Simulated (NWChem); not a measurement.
# Ionisation of H6B2

```xyz
8

B      0.0000     0.0000     0.8885
B      0.0000     0.0000    -0.8885
H      0.0000    -0.9883     0.0000
H      1.0494     0.0000     1.4735
H     -1.0494     0.0000     1.4735
H      0.0000     0.9883     0.0000
H      1.0494     0.0000    -1.4735
H     -1.0494     0.0000    -1.4735
```
Charge 0, spin multiplicity 1.

All runs are NWChem calculations. Structure: optimised with B3LYP/def2-SVP, a minimum by its harmonic frequencies.

Basis set: def2-TZVP. −ε marks an orbital energy of the parent.

B3LYP has NWChem's definition, with VWN1-RPA local correlation. The structure started from a generated list of species.

**Question.** Order these methods by the first vertical ionisation energy they give, lowest first: −ε(HOMO) of HF, −ε(HOMO) of B3LYP, −ε(HOMO) of M06-2X, −ε(HOMO) of PBE.

**Answer.** −ε(HOMO) of PBE (7.83 eV), −ε(HOMO) of B3LYP (9.07 eV), −ε(HOMO) of M06-2X (10.52 eV), −ε(HOMO) of HF (12.78 eV)
